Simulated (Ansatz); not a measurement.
Gas-phase electronic energies from Ansatz, PBE0-D4/def2-TZVP geometries. CCSD(T)/CBS adds triple-zeta CCSD(T) − MP2 to the extrapolated MP2 energy (def2 sets, frozen cores). This one scheme is used for every species. Elements past krypton have def2 core potentials. For I, In outer-core shells are correlated without core-valence functions, which leaves a few kJ/mol of doubt a bond. Each species was taken in one conformer, which may not be the lowest.

Reaction (ligand exchange at the In–I bond): `[Cl][In]([Cl])[I]` + H₂S → `[SH][In]([Cl])[Cl]` + HI

```
             species  CCSD(T)/def2-TZVPP energy (Eh)
 `[Cl][In]([Cl])[I]`                     -1406.23939
                 H₂S                      -398.93111
`[SH][In]([Cl])[Cl]`                     -1507.41558
                  HI                      -297.73743
```

Question: Work out ΔE.

Answer: ΔE = (-1507.41558) + (-297.73743) − (-1406.23939) − (-398.93111) = 0.01749 Eh = +45.9 kJ/mol. CCSD(T)/CBS gives +53.7 kJ/mol.

Question: What do rigid-rotor, harmonic-oscillator terms from PBE0-D4/def2-TZVP frequencies (298.15 K, 1 bar) make of the CCSD(T)/CBS value? (Estimate.)

Answer: Ansatz gave: ΔZPE = -3.0 kJ/mol, ΔH = +50.4 kJ/mol, ΔS = -3 J/(mol·K), ΔG = +51.1 kJ/mol.

Largest T1 diagnostic among the species: 0.013.

From BLYP to BHLYP (50 % exact exchange), in def2-TZVPP and without D4, ΔE moves by +7.7 kJ/mol. In def2-TZVPP, CCSD(T) changes the Hartree–Fock value by −14.4 kJ/mol (the triples alone add −1.6 kJ/mol) and MP2 by −10.0 kJ/mol. Leaving LDA and LC-ωPBE aside and taking each functional with its dispersion term where it has one, the values, not all of them listed here, spread over 12.2 kJ/mol, from B97M-V to BHLYP-D4. LDA lies −3.4 kJ/mol from PBE without D4.
